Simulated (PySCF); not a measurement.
**The first ionisation energy along the 5d series**

All values are computed (PySCF 2.14, energy differences of UHF-based or UKS calculations, no spin-orbit coupling). Values in eV. The last column holds reference values (NIST; (s) semi-empirical, (t) theoretical, else measured). Unmarked ones compare directly (S terms, centres of terms, or small fine structure); those marked * lie between the lowest fine-structure levels and include a spin-orbit shift.

```
                               element                           configurations     LDA     PBE    PBE0  r2SCAN  MP2 (valence)  CCSD(T) (valence)  reference
Hf (aug-cc-pVDZ-PP with ECP60MDF, ECP)    [Xe] 4f14 5d2 6s2 → [Xe] 4f14 5d1 6s2     n/a     n/a     n/a     n/a            n/a                n/a      6.712
Ta (aug-cc-pVDZ-PP with ECP60MDF, ECP)    [Xe] 4f14 5d3 6s2 → [Xe] 4f14 5d3 6s1   7.652   7.260   7.080   6.853          6.869              7.219      7.573
 W (aug-cc-pVDZ-PP with ECP60MDF, ECP)    [Xe] 4f14 5d4 6s2 → [Xe] 4f14 5d4 6s1   7.946   7.525   7.320   7.104          7.144              7.457      7.825
Re (aug-cc-pVDZ-PP with ECP60MDF, ECP)    [Xe] 4f14 5d5 6s2 → [Xe] 4f14 5d5 6s1   8.086   7.594   7.385   7.155          7.266              7.465      7.834
Os (aug-cc-pVDZ-PP with ECP60MDF, ECP)    [Xe] 4f14 5d6 6s2 → [Xe] 4f14 5d6 6s1   8.835   8.375   8.108   8.081          8.009              8.137      8.473
Ir (aug-cc-pVDZ-PP with ECP60MDF, ECP)    [Xe] 4f14 5d7 6s2 → [Xe] 4f14 5d7 6s1   9.414   8.973   8.696   8.755          8.640              8.699      8.926
Pt (aug-cc-pVDZ-PP with ECP60MDF, ECP)        [Xe] 4f14 5d9 6s1 → [Xe] 4f14 5d9   9.741   9.358   9.058   9.216          8.922              8.762    8.959 *
Au (aug-cc-pVDZ-PP with ECP60MDF, ECP)      [Xe] 4f14 5d10 6s1 → [Xe] 4f14 5d10   9.890   9.531   9.212   9.479          9.094              8.955      9.226
Hg (aug-cc-pVDZ-PP with ECP60MDF, ECP)  [Xe] 4f14 5d10 6s2 → [Xe] 4f14 5d10 6s1  10.931  10.514  10.216  10.416         10.365             10.212     10.438
```

**Question.** Which of these methods has the smallest mean absolute error against the measured values here?

**Answer.** PBE, with 0.197 eV.

```json
{"method": "LDA", "elements": "7", "mean error (eV)": "0.352", "mean absolute error (eV)": "0.352", "largest error (eV)": "0.664"}
{"method": "PBE", "elements": "7", "mean error (eV)": "-0.075", "mean absolute error (eV)": "0.197", "largest error (eV)": "-0.313"}
{"method": "PBE0", "elements": "7", "mean error (eV)": "-0.325", "mean absolute error (eV)": "0.325", "largest error (eV)": "-0.505"}
{"method": "r2SCAN", "elements": "7", "mean error (eV)": "-0.350", "mean absolute error (eV)": "0.423", "largest error (eV)": "-0.721"}
{"method": "MP2 (valence)", "elements": "7", "mean error (eV)": "-0.415", "mean absolute error (eV)": "0.415", "largest error (eV)": "-0.703"}
{"method": "CCSD(T) (valence)", "elements": "7", "mean error (eV)": "-0.307", "mean absolute error (eV)": "0.307", "largest error (eV)": "-0.369"}
```

Errors include the incompleteness of the basis and the frozen core.

"Valence" correlates the outer s and p shells and, in groups 3 to 12 and the f block, the outer d or f shell, open or full, or the next shell where the ion has no valence electron left; the wider scheme adds the next inner shell.
